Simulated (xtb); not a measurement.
KI, SMILES [I][K]. All values are semi-empirical tight-binding results from xtb (GFN2-xTB unless named), good for trends rather than for accurate numbers. Geometry optimised at GFN2-xTB.

For metal compounds this method's bond lengths and energies can be far off.

Task: Estimate the properties. (An estimate is asked for; the answer gives what the named calculation found.)

Result: 
- point group as xtb finds it = C∞v
- orbital gap = 1.80 eV
